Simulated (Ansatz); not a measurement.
Reaction (ligand exchange at the Si–N bond): `O/C=N/[SiH2]Cl` + `C[NH][GeH2][Cl]` → `C[N]([SiH2]Cl)[GeH2][Cl]` + `N=CO`

Calculated with Ansatz (gas phase, PBE0-D4/def2-TZVP geometries, no zero-point term in ΔE). CCSD(T)/CBS is the MP2 limit (def2-TZVPP, def2-QZVPP) plus CCSD(T) − MP2 in def2-TZVPP, frozen cores. This one scheme is used for every species. DFT in def2-TZVPP. For Ge outer-core shells are correlated without core-valence functions, which leaves a few kJ/mol of doubt a bond. Scalar relativity is left out up to krypton. Each species was taken in one conformer, which may not be the lowest.

| level | ΔE (kcal/mol) |
| --- | --- |
| r2SCAN-D4 | 0.4 |
| ωB97M-V | -0.7 |
| PBE | 1.4 |
| MP2/def2-QZVPP | -1.6 |

What does CCSD(T)/CBS give? (Best estimate.)

Ansatz gave: -1.5 kcal/mol. The listed levels differ from it by 1.9, 0.8, 2.9, -0.1 kcal/mol.

Largest T1 diagnostic among the species: 0.014.

In def2-TZVPP, CCSD(T) changes the Hartree–Fock value by −3.6 kcal/mol (the triples alone add −0.3 kcal/mol) and MP2 by −3.5 kcal/mol. The D4 term adds −2.1 kcal/mol with B3LYP and −1.2 kcal/mol with PBE0; it sums over pairs of atoms, weighted by their polarisabilities, and B3LYP, whose exchange is more repulsive, gets the larger term.

B3LYP here is the variant with VWN-RPA as its local correlation; programs differ in this.
